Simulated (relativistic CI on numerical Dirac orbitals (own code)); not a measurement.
# Spin-allowed bands of a d3 ion in a tetrahedral site, by hand

Problem. Take Δ = 3300 cm⁻¹ and B = 770 cm⁻¹ for a d3 ion in a tetrahedral site. Calculate the three spin-allowed bands.

Working.
1. The terms of highest spin are 4F (energy 0) and 4P (15B = 11550 cm⁻¹). Here the F term splits into A2 at +1.2Δ = 3960, T2 at +0.2Δ = 660 and T1 at −0.6Δ = -1980 cm⁻¹.
2. The two T1 states mix through the element 0.4Δ: H = [[-1980, 1320], [1320, 11550]], with roots ½(H₁₁ + H₂₂) ∓ ½√[(H₂₂ − H₁₁)² + 4H₁₂²] = ½(9570) ∓ ½(13785) = -2108 and 11678 cm⁻¹.
3. The ground term is 4T1 at -2108 cm⁻¹.
4. Bands: 4T2 2768 cm⁻¹ (3613 nm), 4A2 6068 cm⁻¹ (1648 nm), 4T1(P) 13785 cm⁻¹ (725 nm).

Check. Exact diagonalisation of the whole d3 shell with these parameters gives 4T2 2768, 4A2 6068, 4T1 13785 cm⁻¹. The match is exact, since without spin-orbit coupling no other term has this spin. The ratio of the second band to the first, 2.192, depends on Δ/B = 4.3 alone, which is how a Tanabe-Sugano diagram is read.
